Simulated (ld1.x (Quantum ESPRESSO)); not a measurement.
u(r) = r·R(r): atom against pseudo-atom (Zn (Z = 30))

Columns: radius, all-electron u(r) and pseudo u(r) of the 4s shell (level -6.76 eV) of zinc in the configuration [Ar] 3d10 4s1.5 4p0.5; PBEsol, scalar-relativistic, TM semilocal scheme, ld1.x (Quantum ESPRESSO) 7.5.

| r (bohr) | all-electron | pseudo |
| --- | --- | --- |
| 0.152 | -0.1731 | -0.0271 |
| 0.305 | 0.0741 | -0.0568 |
| 0.458 | 0.2734 | -0.0915 |
| 0.610 | 0.2466 | -0.1337 |
| 0.762 | 0.0992 | -0.1861 |
| 0.915 | -0.0813 | -0.2510 |
| 1.068 | -0.2493 | -0.3275 |
| 1.220 | -0.3876 | -0.4110 |
| 1.372 | -0.4941 | -0.4938 |
| 1.525 | -0.5715 | -0.5665 |
| 1.678 | -0.6232 | -0.6205 |
| 1.830 | -0.6537 | -0.6531 |
| 1.982 | -0.6675 | -0.6675 |
| 2.135 | -0.6681 | -0.6681 |
| 2.288 | -0.6585 | -0.6585 |
| 2.440 | -0.6413 | -0.6413 |
| 2.592 | -0.6184 | -0.6184 |
| 2.745 | -0.5914 | -0.5914 |
| 2.898 | -0.5618 | -0.5618 |
| 3.050 | -0.5307 | -0.5307 |
| 3.202 | -0.4989 | -0.4989 |
| 3.355 | -0.4669 | -0.4669 |
| 3.508 | -0.4352 | -0.4352 |
| 3.660 | -0.4046 | -0.4046 |
| 3.812 | -0.3751 | -0.3751 |
| 3.965 | -0.3467 | -0.3467 |

Task: How many radial nodes do the two functions have?

Result: The all-electron 4s function has n − l − 1 = 3 (the table is too coarse to show those close to the nucleus); the pseudo-wave has 0, since the states of the same l below it are removed with the core.

Task: At about which radius was the pseudo-wave matched?

Result: 2.10 bohr, where the columns begin to agree (steps of 0.15 bohr).

Task: Where does each function peak?

Result: Outermost all-electron maximum near 2.13 bohr, pseudo maximum near 2.13 bohr (to the table’s step).

Task: Is the pseudo-wave norm-conserving?

Result: Yes: the TM semilocal scheme keeps the norm inside the radius equal to the all-electron one, which fixes the energy derivative of the logarithmic derivative at the level.
